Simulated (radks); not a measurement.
The numbers below are computed, except where a source is named.
Q: Neutral helium, [He]. Level of theory: non-relativistic Kohn-Sham, LDA (Slater exchange, Perdew-Wang correlation), spin-polarised, spherical densities, point nucleus (a radial shooting solver on a logarithmic mesh with Libxc functionals). Every spin shell is full or empty, so the densities are truly spherical. Functionals are evaluated on that one density, not self-consistently. Rank these exchange functionals by their error against the exact value of the orbitals, and give that value: LDA, PBEsol, revPBE, PW91, OPTX, SCAN, r2SCAN, MS2.

A: Exact: -0.997931 hartree. From best to worst, with 100 (|E| - |E exact|)/|E exact| (equal figures are ties): OPTX +0.31, PW91 -0.53, revPBE +0.63, r2SCAN +0.66, SCAN +0.66, MS2 +0.88, PBEsol -5.37, LDA -13.65.
